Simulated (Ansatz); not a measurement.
Nudged elastic band run: ClH₅OSn

Input:

```yaml
crystal:
  periodic: [false, false, false]
  atoms:
    - { symbol: Sn, position_ang: [0.000295, -0.328008, -0.017113] }
    - { symbol: H, position_ang: [0.116088, -0.75752, 1.647774] }
    - { symbol: H, position_ang: [1.467877, -0.121929, -0.886229] }
    - { symbol: Cl, position_ang: [-1.287406, 1.716539, -0.18682] }
    - { symbol: H, position_ang: [-1.051297, -1.44401, -0.834229] }
    - { symbol: O, position_ang: [1.45776, 1.917382, 1.293635] }
    - { symbol: H, position_ang: [1.156769, 1.893972, 2.222239] }
    - { symbol: H, position_ang: [0.731912, 2.416473, 0.858846] }
basis:
  gaussian: { orbitals: def2-SVP }
hamiltonian:
  xc: revpbe
  dispersion: d4
neb:
  order_check: false
  images: 5
  f_tol: 0.05
  max_iterations: 60
  final_atoms:
    - { symbol: Sn, position_ang: [0.2885115, 0.23148977, -0.83491204] }
    - { symbol: H, position_ang: [-0.08173701, 0.94878411, 3.88176743] }
    - { symbol: H, position_ang: [1.40782149, 0.39703197, -2.14273806] }
    - { symbol: Cl, position_ang: [-1.45638414, 1.80077718, -1.25221572] }
    - { symbol: H, position_ang: [-0.39447904, -1.31535711, -0.52930869] }
    - { symbol: O, position_ang: [1.15550769, 0.72838958, 0.91370177] }
    - { symbol: H, position_ang: [1.47484914, 1.65238281, 0.88881661] }
    - { symbol: H, position_ang: [0.19790836, 0.84940068, 3.17299171] }
  initial_path:
    images:
      - { positions_ang: [[0.000295, -0.328008, -0.017113], [0.116088, -0.75752, 1.647774], [1.467877, -0.121929, -0.886229], [-1.287406, 1.716539, -0.18682], [-1.051297, -1.44401, -0.834229], [1.45776, 1.917382, 1.293635], [1.156769, 1.893972, 2.222239], [0.731912, 2.416473, 0.858846]] }
      - { positions_ang: [[-0.00211378, -0.20465165, -0.02677284], [0.12123359, -0.56274908, 1.77457464], [1.50878682, -0.02217616, -0.83164707], [-1.2813459, 1.81984792, -0.31270642], [-0.96969606, -1.41158943, -0.79636852], [1.2409751, 1.93339184, 1.13481049], [1.31882343, 1.85226244, 1.93134983], [0.65533479, 1.88856312, 1.22486289]] }
      - { positions_ang: [[-0.00452256, -0.0812953, -0.03643267], [0.12637918, -0.36797816, 1.90137527], [1.54969665, 0.07757668, -0.77706514], [-1.27528579, 1.92315683, -0.43859283], [-0.88809513, -1.37916886, -0.75850804], [1.02419021, 1.94940169, 0.97598598], [1.48087786, 1.81055288, 1.64046066], [0.57875758, 1.36065323, 1.59087978]] }
      - { positions_ang: [[-0.00693134, 0.04206105, -0.04609251], [0.13152477, -0.17320723, 2.02817591], [1.59060647, 0.17732952, -0.72248321], [-1.26922569, 2.02646575, -0.56447925], [-0.80649419, -1.34674829, -0.72064756], [0.80740531, 1.96541153, 0.81716147], [1.64293229, 1.76884332, 1.34957149], [0.50218038, 0.83274335, 1.95689667]] }
      - { positions_ang: [[0.0915496, 0.10520396, -0.30903236], [0.06043751, 0.20078988, 2.64603975], [1.52967814, 0.25056367, -1.19590149], [-1.33161184, 1.95123622, -0.79372474], [-0.66915581, -1.33628456, -0.65686794], [0.92343944, 1.55307088, 0.84934157], [1.58690458, 1.73002315, 1.19598653], [0.40075637, 0.83829579, 2.36226168]] }
      - { positions_ang: [[0.19003055, 0.16834687, -0.5719722], [-0.01064975, 0.574787, 3.26390359], [1.46874982, 0.32379782, -1.66931978], [-1.39399799, 1.8760067, -1.02297023], [-0.53181743, -1.32582083, -0.59308831], [1.03947357, 1.14073023, 0.88152167], [1.53087686, 1.69120298, 1.04240157], [0.29933236, 0.84384824, 2.76762669]] }
      - { positions_ang: [[0.2885115, 0.23148977, -0.83491204], [-0.08173701, 0.94878411, 3.88176743], [1.40782149, 0.39703197, -2.14273806], [-1.45638414, 1.80077718, -1.25221572], [-0.39447904, -1.31535711, -0.52930869], [1.15550769, 0.72838958, 0.91370177], [1.47484914, 1.65238281, 0.88881661], [0.19790836, 0.84940068, 3.17299171]] }
```

Run as:

```bash
$ ansatz run input.yaml --threads 1 --pin off --max-ram 2048MiB --backend cpu --events-out ev --progress --plain --runs-dir out
```

Output, in part (warnings, iteration lines, the closing report on the highest movable image, with atoms numbered from 0):

```
NEB end point (image 0): max|allowed force component| = 7.251e-3 eV/Å (the criterion of neb.relax_end_points is 1.000e-2)
NEB end point (image 6): max|allowed force component| = 1.290e-2 eV/Å (the criterion of neb.relax_end_points is 1.000e-2)
NEB iter   1: max|band force component| = 8.728e1 eV/Å  barrier→ = 12.1505 eV  barrier← = 11.9210 eV  Δτ_max = 0.2000 Å  (178 SCF iters)
NEB iter   2: max|band force component| = 1.325e1 eV/Å  barrier→ = 2.3290 eV  barrier← = 2.0995 eV  Δτ_max = 0.2000 Å  (157 SCF iters)
NEB iter   3: max|band force component| = 8.389e0 eV/Å  barrier→ = 1.7165 eV  barrier← = 1.4870 eV  Δτ_max = 0.2000 Å  (155 SCF iters)
NEB iter   4: max|band force component| = 2.477e0 eV/Å  barrier→ = 1.4608 eV  barrier← = 1.2314 eV  Δτ_max = 0.2000 Å  (143 SCF iters)
NEB iter   5: max|band force component| = 1.226e0 eV/Å  barrier→ = 1.4080 eV  barrier← = 1.1785 eV  Δτ_max = 0.1949 Å  (144 SCF iters)
NEB iter   6: max|band force component| = 1.544e0 eV/Å  barrier→ = 1.3446 eV  barrier← = 1.1152 eV  Δτ_max = 0.1006 Å  (133 SCF iters)
NEB iter   7: max|band force component| = 2.793e0 eV/Å  barrier→ = 1.2986 eV  barrier← = 1.0692 eV  Δτ_max = 0.0501 Å  (131 SCF iters)
NEB iter   8: max|band force component| = 8.407e-1 eV/Å  barrier→ = 1.2831 eV  barrier← = 1.0537 eV  Δτ_max = 0.1003 Å  (130 SCF iters)
NEB iter   9: max|band force component| = 5.052e-1 eV/Å  barrier→ = 1.2607 eV  barrier← = 1.0312 eV  Δτ_max = 0.0999 Å  (131 SCF iters)
NEB iter  10: max|band force component| = 6.338e-1 eV/Å  barrier→ = 1.2467 eV  barrier← = 1.0172 eV  CI = image 3  Δτ_max = 0.0999 Å  (129 SCF iters)
NEB iter  11: max|band force component| = 6.021e-1 eV/Å  barrier→ = 1.2622 eV  barrier← = 1.0327 eV  CI = image 3  Δτ_max = 0.1995 Å  (131 SCF iters)
NEB iter  12: max|band force component| = 1.889e0 eV/Å  barrier→ = 1.2887 eV  barrier← = 1.0592 eV  CI = image 3  Δτ_max = 0.1004 Å  (134 SCF iters)
NEB iter  13: max|band force component| = 1.202e0 eV/Å  barrier→ = 1.4121 eV  barrier← = 1.1826 eV  CI = image 3  Δτ_max = 0.2000 Å  (132 SCF iters)
NEB iter  14: max|band force component| = 3.815e-1 eV/Å  barrier→ = 1.6027 eV  barrier← = 1.3732 eV  CI = image 3  Δτ_max = 0.1390 Å  (140 SCF iters)
NEB iter  15: max|band force component| = 4.547e-1 eV/Å  barrier→ = 1.6060 eV  barrier← = 1.3765 eV  CI = image 3  Δτ_max = 0.0699 Å  (133 SCF iters)
NEB iter  16: max|band force component| = 2.100e-1 eV/Å  barrier→ = 1.5857 eV  barrier← = 1.3563 eV  CI = image 3  Δτ_max = 0.0357 Å  (128 SCF iters)
NEB iter  17: max|band force component| = 1.721e-1 eV/Å  barrier→ = 1.5796 eV  barrier← = 1.3501 eV  CI = image 3  Δτ_max = 0.0367 Å  (124 SCF iters)
NEB iter  18: max|band force component| = 1.016e-1 eV/Å  barrier→ = 1.5774 eV  barrier← = 1.3479 eV  CI = image 3  Δτ_max = 0.0352 Å  (127 SCF iters)
NEB iter  19: max|band force component| = 5.465e-2 eV/Å  barrier→ = 1.5748 eV  barrier← = 1.3454 eV  CI = image 3  Δτ_max = 0.0729 Å  (125 SCF iters)
NEB iter  20: max|band force component| = 8.739e-2 eV/Å  barrier→ = 1.5689 eV  barrier← = 1.3394 eV  CI = image 3  Δτ_max = 0.0366 Å  (128 SCF iters)
NEB iter  21: max|band force component| = 8.820e-2 eV/Å  barrier→ = 1.5647 eV  barrier← = 1.3353 eV  CI = image 3  Δτ_max = 0.0365 Å  (127 SCF iters)
NEB iter  22: max|band force component| = 8.883e-2 eV/Å  barrier→ = 1.5605 eV  barrier← = 1.3310 eV  CI = image 3  Δτ_max = 0.0730 Å  (127 SCF iters)
NEB iter  23: max|band force component| = 8.005e-2 eV/Å  barrier→ = 1.5492 eV  barrier← = 1.3198 eV  CI = image 3  Δτ_max = 0.1453 Å  (128 SCF iters)
NEB iter  24: max|band force component| = 1.030e-1 eV/Å  barrier→ = 1.5226 eV  barrier← = 1.2931 eV  CI = image 3  Δτ_max = 0.1452 Å  (132 SCF iters)
NEB iter  25: max|band force component| = 1.525e-1 eV/Å  barrier→ = 1.4873 eV  barrier← = 1.2578 eV  CI = image 3  Δτ_max = 0.0729 Å  (129 SCF iters)
NEB iter  26: max|band force component| = 1.829e-1 eV/Å  barrier→ = 1.4684 eV  barrier← = 1.2390 eV  CI = image 3  Δτ_max = 0.0368 Å  (129 SCF iters)
NEB iter  27: max|band force component| = 1.734e-1 eV/Å  barrier→ = 1.4570 eV  barrier← = 1.2276 eV  CI = image 3  Δτ_max = 0.0366 Å  (131 SCF iters)
NEB iter  28: max|band force component| = 1.795e-1 eV/Å  barrier→ = 1.4469 eV  barrier← = 1.2175 eV  CI = image 3  Δτ_max = 0.0367 Å  (132 SCF iters)
NEB iter  29: max|band force component| = 1.638e-1 eV/Å  barrier→ = 1.4353 eV  barrier← = 1.2059 eV  CI = image 3  Δτ_max = 0.0732 Å  (132 SCF iters)
NEB iter  30: max|band force component| = 1.609e-1 eV/Å  barrier→ = 1.4151 eV  barrier← = 1.1856 eV  CI = image 3  Δτ_max = 0.1470 Å  (130 SCF iters)
NEB iter  31: max|band force component| = 1.046e-1 eV/Å  barrier→ = 1.3776 eV  barrier← = 1.1481 eV  CI = image 3  Δτ_max = 0.2000 Å  (128 SCF iters)
NEB iter  32: max|band force component| = 1.141e-1 eV/Å  barrier→ = 1.3465 eV  barrier← = 1.1170 eV  CI = image 3  Δτ_max = 0.1005 Å  (131 SCF iters)
NEB iter  33: max|band force component| = 1.644e-1 eV/Å  barrier→ = 1.3362 eV  barrier← = 1.1068 eV  CI = image 3  Δτ_max = 0.0503 Å  (130 SCF iters)
NEB iter  34: max|band force component| = 1.307e-1 eV/Å  barrier→ = 1.3331 eV  barrier← = 1.1036 eV  CI = image 3  Δτ_max = 0.0499 Å  (130 SCF iters)
NEB iter  35: max|band force component| = 9.095e-2 eV/Å  barrier→ = 1.3308 eV  barrier← = 1.1013 eV  CI = image 3  Δτ_max = 0.0500 Å  (131 SCF iters)
NEB iter  36: max|band force component| = 1.024e-1 eV/Å  barrier→ = 1.3299 eV  barrier← = 1.1005 eV  CI = image 3  Δτ_max = 0.0250 Å  (132 SCF iters)
NEB iter  37: max|band force component| = 1.106e-1 eV/Å  barrier→ = 1.3298 eV  barrier← = 1.1003 eV  CI = image 3  Δτ_max = 0.0125 Å  (133 SCF iters)
NEB iter  38: max|band force component| = 9.279e-2 eV/Å  barrier→ = 1.3297 eV  barrier← = 1.1003 eV  CI = image 3  Δτ_max = 0.0125 Å  (127 SCF iters)
NEB iter  39: max|band force component| = 3.564e-2 eV/Å  barrier→ = 1.3297 eV  barrier← = 1.1002 eV  CI = image 3  Δτ_max = 0.0000 Å  (252 SCF iters)
Total energy: -20474.74480794 eV, -752.4329934112 hartree
Atom 0 at     0.049187     0.219823    -0.116467 Å, force    -0.001566    -0.001974    -0.001153 eV/Å
Atom 1 at     1.082693    -0.500133     1.621932 Å, force     0.001302     0.000852     0.000593 eV/Å
Atom 2 at     1.394143    -0.297900    -1.060116 Å, force    -0.000799     0.001911     0.000842 eV/Å
Atom 3 at    -0.690417     2.108741    -1.427654 Å, force     0.000745     0.000006     0.000112 eV/Å
Atom 4 at    -1.372226    -0.703595     0.156375 Å, force     0.000799    -0.000196    -0.000076 eV/Å
Atom 5 at     0.336211     1.560397     1.608927 Å, force    -0.006904    -0.001661     0.001826 eV/Å
Atom 6 at     0.869458     2.367844     1.444590 Å, force     0.006295    -0.005081    -0.000087 eV/Å
Atom 7 at     0.922949     0.537721     1.870517 Å, force     0.000128     0.006143    -0.002057 eV/Å
Dipole moment:     0.288277    -0.152056     0.135138 e Å
```

It converged. A vibrational analysis at the climbing image gives one clearly imaginary mode, 1192i cm⁻¹: a first-order saddle point. The orbitals stay closed-shell, which can raise the energy where a bond breaks towards radicals; this wasn't checked here.

Final band (atoms are numbered from 1 in the order of the input):

```csv
image,path coordinate (Å),energy (kcal/mol),Sn1–H2 (Å),O6–H8 (Å),Sn1–O6 (Å)
0,0.00,0.0,1.72,0.98,2.98
1,1.96,4.3,1.73,0.98,2.96
2,3.92,7.1,1.73,0.97,2.77
3,5.88,30.7,2.15,1.21,2.20
4,7.86,5.5,3.83,2.49,2.01
5,9.84,5.6,4.39,2.45,2.01
6,11.83,5.3,4.79,2.46,2.01
```

The run took 6.8 min on 1 thread of Arm Neoverse V2 (shared host), peak memory 0.13 GiB.
